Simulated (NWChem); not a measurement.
Molecule: CH3ClO2Si; SMILES O=C[Si@@H](O)Cl

```xyz
8

O     -0.6893     2.4449    -0.2430
C     -0.1395     1.6018     0.4392
Si     0.4213    -0.0608    -0.3399
O      1.9175    -0.3656     0.2899
Cl    -0.9521    -1.5236     0.2171
H      0.0348     1.7835     1.5265
H      0.3962     0.0094    -1.8168
H      2.3930    -1.1610     0.0098
```
Atoms are numbered in this order, from 1.

STO-3G and 3-21G are far too small for this property and stand as cheap habits. Coordinates come from a B3LYP/6-31G* (spherical d) optimisation.

Task: Give the principal values of the shielding tensors (ppm) of O1, C2, Si3, O4, Cl5 from Hartree-Fock/STO-3G, GIAO (NWChem), with their diamagnetic and paramagnetic parts as GIAO splits them.

Result: 
```json
[
 {"atom": "O1", "σ11": "-1539.4", "σ22": "-502.9", "σ33": "507.5", "isotropic": "-511.6", "diamagnetic": "385.2", "paramagnetic": "-896.8"},
 {"atom": "C2", "σ11": "-69.7", "σ22": "97.1", "σ33": "191.7", "isotropic": "73.0", "diamagnetic": "256.2", "paramagnetic": "-183.2"},
 {"atom": "Si3", "σ11": "540.6", "σ22": "600.7", "σ33": "653.0", "isotropic": "598.1", "diamagnetic": "866.2", "paramagnetic": "-268.1"},
 {"atom": "O4", "σ11": "334.3", "σ22": "450.0", "σ33": "527.3", "isotropic": "437.2", "diamagnetic": "379.4", "paramagnetic": "57.8"},
 {"atom": "Cl5", "σ11": "1108.5", "σ22": "1239.6", "σ33": "1272.0", "isotropic": "1206.7", "diamagnetic": "1130.1", "paramagnetic": "76.6"}
]
```
